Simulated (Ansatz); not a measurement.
Geometry optimisation, Ansatz 0.2.0, RKS PBE0-D4/STO-3G.

Input:

```yaml
crystal:
  periodic: [false, false, false]
  atoms:
    - { symbol: Si, position_ang: [0.0, 0.0, 0.0] }
    - { symbol: Si, position_ang: [0.0, 0.0, 2.22] }
    - { symbol: H, position_ang: [-1.3148, -0.4067, 2.7074] }
    - { symbol: H, position_ang: [1.0096, -0.9353, 2.7074] }
    - { symbol: H, position_ang: [0.3052, 1.342, 2.7074] }
    - { symbol: O, position_ang: [1.5842, 0.0, -0.5594] }
    - { symbol: C, position_ang: [2.3503, -1.1632, -0.836] }
    - { symbol: H, position_ang: [1.7187, -1.9052, -1.3675] }
    - { symbol: H, position_ang: [3.2179, -0.8926, -1.4733] }
    - { symbol: H, position_ang: [2.7141, -1.6023, 0.1163] }
    - { symbol: O, position_ang: [-0.7913, 1.3709, -0.5594] }
    - { symbol: C, position_ang: [-2.1512, 1.4177, -0.9653] }
    - { symbol: H, position_ang: [-2.7687, 0.8215, -0.2614] }
    - { symbol: H, position_ang: [-2.5023, 2.4707, -0.9639] }
    - { symbol: H, position_ang: [-2.2473, 0.9975, -1.9882] }
    - { symbol: O, position_ang: [-0.7913, -1.3709, -0.5594] }
    - { symbol: C, position_ang: [-1.5365, -2.2685, 0.2501] }
    - { symbol: H, position_ang: [-1.2251, -2.1576, 1.3097] }
    - { symbol: H, position_ang: [-2.6187, -2.04, 0.1571] }
    - { symbol: H, position_ang: [-1.349, -3.3106, -0.083] }
basis:
  gaussian: { orbitals: STO-3G }
hamiltonian:
  xc: pbe0
  dispersion: d4
relax:
  f_tol: 0.02
  max_steps: 40
```

Run as:

```bash
$ ansatz run input.yaml --threads 1 --pin off --max-ram 2048MiB --backend cpu --events-out ev --progress --plain --runs-dir out
```

Task: Where does it end, and by what steps?

Result: It converged. The force dipped under the threshold on the way, but the program's further checks kept it going. Limits of this set-up: minimal basis. After 19 steps the energy has fallen by 0.824 eV; H15 moved furthest, 1.16 Å.

```tsv
step	energy less start (eV)	largest force component (eV/Å)	accepted
0	0.0000	2.173	yes
1	-0.5316	0.903	yes
2	-0.6502	0.621	yes
3	-0.7006	0.356	yes
4	-0.7471	0.140	yes
5	-0.7689	0.319	yes
6	-0.7869	0.241	yes
7	-0.7831	0.331	no
8	-0.8038	0.089	yes
9	-0.8092	0.123	yes
10	-0.8157	0.141	yes
11	-0.8199	0.090	yes
12	-0.8220	0.062	yes
13	-0.8229	0.092	yes
14	-0.8234	0.051	yes
15	-0.8237	0.027	yes
16	-0.8239	0.010	yes
17	-0.8240	0.026	yes
18	-0.8241	0.025	yes
19	-0.8241	0.016	yes
```

```xyz
20
Properties=species:S:1:pos:R:3
Si -0.012 -0.096 -0.259
Si -0.011 -0.032 2.017
H -1.352 0.050 2.545
H 0.609 -1.210 2.576
H 0.722 1.121 2.479
O 1.529 0.069 -0.980
C 2.409 -1.011 -0.583
H 2.022 -2.017 -0.849
H 3.368 -0.872 -1.114
H 2.633 -1.020 0.506
O -0.770 1.251 -0.993
C -2.183 1.311 -0.683
H -2.401 1.364 0.406
H -2.586 2.233 -1.141
H -2.762 0.459 -1.095
O -0.658 -1.548 -0.910
C -1.547 -2.255 -0.017
H -1.087 -2.520 0.959
H -2.488 -1.708 0.205
H -1.831 -3.203 -0.511
```

Whether the end is a true minimum wasn't checked by a vibrational analysis.

Time of the run: 3.3 min on 1 thread of Intel(R) Xeon(R) Platinum 8488C (Sapphire Rapids), with other jobs on the host, peak memory 0.2 GiB.
